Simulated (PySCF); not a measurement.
Isomers C₉H₁₁N:

A. `InChI=1S/C9H11N/c1-10-9-5-2-8(3-6-9)4-7-9/h2-8,10H,1H3`
B. `C#C[C@H](C)c1cccn1C`
C. SMILES C/N=C\C1=CC=CC12CC2

Spectrum 1. 13C{1H} NMR (computed): δ 156.8 (CH), 151.3 (CH), 144.7 (C), 142.2 (CH), 136.4 (CH), 45.3 (CH3), 42.0 (C), 15.9 (CH2).

Spectrum 2. 13C{1H} NMR (computed): δ 152.9 (CH), 149.6 (CH), 79.2 (C), 53.4 (CH), 33.9 (CH3).

Spectrum 3. 13C{1H} NMR (computed): δ 134.6 (C), 125.2 (CH), 112.3 (CH), 110.3 (CH), 91.5 (C), 75.5 (CH), 34.7 (CH3), 25.7 (CH), 20.9 (CH3).

PySCF calculation with GIAO PBE0/pcSseg-1 shieldings and structure optimised with GFN2-xTB; fast rotation and ring inversion assumed for equivalent nuclei, one computed conformer, gas phase, non-relativistic Hamiltonian.

References, each an isolated molecule treated in the same way: 13C (σ = 186.93 ppm) against TMS. Shifts are as computed. Against solution values, carbons near 30 ppm lie about +3 ppm off and those near 130 ppm about +5 ppm. Of 1211 compounds with measured shifts, 218 miss one by over three times the rms of a fit or turn the order of signals round; such compounds aren't used in these exercises.

**Question.** Match each spectrum to its structure.

**Answer.** 1–C, 2–A, 3–B.

- Spectrum 1 (C): 8 13C signals; δC 151.3 is an alkene CH; δC 144.7 is a fully substituted alkene carbon.
- Spectrum 2 (A): 5 13C signals; δC 152.9 is an alkene CH; δC 149.6 is an alkene CH.
- Spectrum 3 (B): 9 13C signals; δC 91.5 is an alkyne carbon; δC 75.5 is a terminal alkyne carbon.
